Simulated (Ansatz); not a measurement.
Consider the redistribution: `[NH2][In]([SH])[Br]` + `CS[SiH](F)S` → `[SH][In]([SH])[Br]` + `CS[SiH](N)F`.

Computed with Ansatz on PBE0-D4/def2-TZVP structures; ΔE is electronic, products minus reactants. CCSD(T)/CBS is the MP2 limit (def2-TZVPP, def2-QZVPP) plus CCSD(T) − MP2 in def2-TZVPP, frozen cores. DFT in def2-TZVPP. B3LYP here is the variant with VWN-RPA as its local correlation; programs differ in this. def2 core potentials past Kr. For Br, In outer-core shells are correlated without core-valence functions, which leaves a few kJ/mol of doubt a bond. Scalar relativity is left out up to krypton. One conformer a species, not always the lowest.

CCSD(T)/CBS gives -84.7 kJ/mol.

(1) Another level gave -86.6 kJ/mol. Which?
A. PBE0-D4/def2-TZVPP
B. PBE-D4/def2-TZVPP
C. B3LYP/def2-TZVPP
D. HF/def2-TZVPP

Largest T1 diagnostic among the species: 0.012.

## Answers

(1) A. PBE0-D4 -86.6, B3LYP -91.6, PBE-D4 -79.9, HF/def2-TZVPP -105.0 kJ/mol.

In def2-TZVPP, CCSD(T) changes the Hartree–Fock value by +18.9 kJ/mol (the triples alone add +3.1 kJ/mol) and MP2 by +19.4 kJ/mol. From PBE to PBE0 (25 % exact exchange), in def2-TZVPP and without D4, ΔE moves by −6.5 kJ/mol.
